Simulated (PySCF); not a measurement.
Run record: geometry optimisation, `[F][AlH][BiH2]`.

Method: PBE0-D3(BJ)/def2-SVP geometry optimisation, gas phase, def2 core potentials past Kr (PySCF 2.14.0). Start geometry: GFN2-xTB. The input is one job of a driver script: a line of settings, then coordinates in Å.

Input:
```
{"job": {"xc": "PBE0", "basis": "def2-SVP", "d3": "d3bj", "grid": 1, "maxiter": 30, "shake": 0.01, "kind": "geom"}, "charge": 0, "multiplicity": 1}
F      2.229320    -1.085030     0.470800
Al     0.994740     0.006650     0.075430
Bi    -1.517940    -0.370900     0.893820
H      1.510690     1.115680    -0.902910
H     -1.664260     1.269750     0.212200
H     -1.528390    -0.966180    -0.793990
```

Output:
```
step   0  E = -558.39696228  max force = 0.015713
step   1  E = -558.39822400  max force = 0.003858
step   2  E = -558.39862994  max force = 0.001949
step   3  E = -558.39873372  max force = 0.000875
step   4  E = -558.39883766  max force = 0.001062
step   5  E = -558.39888361  max force = 0.000935
step   6  E = -558.39898937  max force = 0.001156
step   7  E = -558.39904715  max force = 0.001063
step   8  E = -558.39910783  max force = 0.001048
step   9  E = -558.39912903  max force = 0.000534
step  10  E = -558.39913995  max force = 0.000120
optimisation converged
```

Energies in Eh; «max force» is the largest Cartesian gradient component in Eh/bohr.

Question: Give the first gradient maximum in eV/Å.

Answer: With 1 Eh/bohr = 51.422 eV/Å, 0.808 eV/Å.

Question: How much energy does the optimisation release, in kcal/mol?

Answer: E(step 0) − E(last step) = 0.002178 Eh, which is 1.4 kcal/mol.

Summary of the converged run: final energy -558.39914 Eh after 10 steps; dipole 1.54 D.

Question: Where do the atoms end?

Answer: 0.258 Å rms from the input after alignment:
```
atom  x, y, z in Å
F1     2.0895   -1.3114    0.2283
Al2    1.1003    0.0201    0.0150
Bi3   -1.4461   -0.2149    0.9385
H4     1.7857    1.2581   -0.7038
H5    -1.8009    1.3269    0.0822
H6    -1.7044   -1.1088   -0.6048
```

Question: Estimate the wall time. Hardware: one thread of an AMD EPYC 7B13 (shared host). And the peak memory of the process?

Answer: About 23 s, with 0.33 GiB resident at the peak, the Python interpreter and its libraries included.
Labels such as C1 count atoms from 1, the log's own numbers from 0.
